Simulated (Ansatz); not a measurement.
The inner images of a band of ClH3Sn + H (6 atoms, charge 0, multiplicity 2) are given out of order.

All numbers below come from UKS PBE/def2-SVP in Ansatz.

First end point:

```xyz
6
Properties=species:S:1:pos:R:3
Sn 0.003 0.000 -0.228
Cl 0.022 0.000 2.151
H 1.653 0.000 -0.727
H -0.828 1.432 -0.707
H -0.828 -1.432 -0.707
H -0.021 0.000 5.471
```

Last end point:

```xyz
6
Properties=species:S:1:pos:R:3
Sn 0.000 0.000 -0.306
Cl 0.005 0.000 3.476
H 1.638 0.000 -0.899
H -0.820 1.419 -0.898
H -0.820 -1.419 -0.898
H -0.001 0.000 4.776
```

Put them in order from the first end to the last, with their energies above the first end.
A.
```xyz
6
Properties=species:S:1:pos:R:3
Sn 0.001 0.000 -0.057
Cl 0.005 0.000 2.333
H 1.656 0.000 -0.537
H -0.828 1.434 -0.533
H -0.828 -1.434 -0.533
H -0.005 0.000 4.577
```
B.
```xyz
6
Properties=species:S:1:pos:R:3
Sn 0.002 0.000 -0.169
Cl 0.016 0.000 2.210
H 1.654 0.000 -0.664
H -0.828 1.433 -0.649
H -0.828 -1.433 -0.649
H -0.015 0.000 5.173
```
C.
```xyz
6
Properties=species:S:1:pos:R:3
Sn 0.001 0.000 -0.204
Cl 0.003 0.000 3.260
H 1.640 0.000 -0.792
H -0.820 1.420 -0.788
H -0.820 -1.420 -0.788
H -0.001 0.000 4.564
```
D.
```xyz
6
Properties=species:S:1:pos:R:3
Sn 0.002 0.000 -0.059
Cl 0.003 0.000 2.805
H 1.659 0.000 -0.559
H -0.829 1.437 -0.553
H -0.829 -1.437 -0.553
H -0.003 0.000 4.170
```
E.
```xyz
6
Properties=species:S:1:pos:R:3
Sn 0.001 0.000 -0.121
Cl 0.003 0.000 3.043
H 1.649 0.000 -0.678
H -0.825 1.428 -0.673
H -0.825 -1.428 -0.673
H -0.002 0.000 4.355
```
F.
```xyz
6
Properties=species:S:1:pos:R:3
Sn 0.002 0.000 -0.113
Cl 0.009 0.000 2.267
H 1.656 0.000 -0.598
H -0.828 1.434 -0.590
H -0.828 -1.434 -0.590
H -0.009 0.000 4.875
```
G.
```xyz
6
Properties=species:S:1:pos:R:3
Sn 0.001 0.000 -0.005
Cl 0.004 0.000 2.471
H 1.653 0.000 -0.505
H -0.826 1.432 -0.501
H -0.826 -1.432 -0.501
H -0.004 0.000 4.291
```

B (+0.1 kcal/mol), F (+0.4 kcal/mol), A (+1.4 kcal/mol), G (+3.0 kcal/mol), D (-7.1 kcal/mol), E (-10.7 kcal/mol), C (-11.8 kcal/mol).

The run took 110 s on 1 thread of Arm Neoverse V2, with other jobs on the host, peak memory 0.13 GiB.
